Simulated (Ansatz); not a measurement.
C3H8N, doublet, at a GFN2-xTB geometry; R2SCAN/def2-SVPD in Ansatz (a program for electronic structure).

The Ansatz input:
Ansatz 0.2 input:
```yaml
crystal:
  periodic: [false, false, false]
  atoms:
    - {symbol: C, position_ang: [-1.19900215, -0.83639300, 0.12677471]}
    - {symbol: C, position_ang: [0.01387559, 0.02593350, 0.15918196]}
    - {symbol: C, position_ang: [1.35357790, -0.54836869, -0.14265299]}
    - {symbol: N, position_ang: [-0.15604386, 1.41099659, 0.03001501]}
    - {symbol: H, position_ang: [-1.00348330, -1.78518800, 0.62292084]}
    - {symbol: H, position_ang: [-1.52305459, -1.06507776, -0.90040408]}
    - {symbol: H, position_ang: [-2.03019307, -0.34664268, 0.63260756]}
    - {symbol: H, position_ang: [1.47859716, -1.50511862, 0.36093446]}
    - {symbol: H, position_ang: [2.14235413, 0.12417312, 0.19219051]}
    - {symbol: H, position_ang: [1.50113967, -0.72383813, -1.21961119]}
    - {symbol: H, position_ang: [0.58823510, 1.88250990, -0.46690228]}
    - {symbol: H, position_ang: [-1.07199613, 1.69517515, -0.29166300]}
basis:
  gaussian:
    orbitals: def2-SVPD
hamiltonian:
  xc: r2scan
magnetization: {spin_polarized: true, initial_magnetization: 1}
accuracy: high
```

What the program printed (banner, timings and long lists left out):

```
Functional definition: r2SCAN
2972 factors; integrals over basis functions are off by at most 3.1e-9 eV
mean field evaluation 1: about -4713.7752 eV, gradient 4.7e1 eV
mean field evaluation 2: about -4702.3432 eV, gradient 6.5e1 eV
mean field evaluation 4: about -4724.2145 eV, gradient 3.2e0 eV
mean field evaluation 8: about -4724.2639 eV, gradient 1.2e-1 eV
mean field evaluation 16: about -4724.2640 eV, gradient 7.9e-5 eV
mean field -4724.26400003 eV, -173.6134997800 hartree, gradient 3.0e-8 eV, S^2 0.756353; 0 other end points of the search recorded, 0 dependent functions left out
reference -4724.26400328 eV, -173.6134998994 hartree; 17, 16 occupied and 127, 128 virtual orbitals, 2972 factors
Total energy: -4724.26400328 eV, -173.6134998994 hartree
```
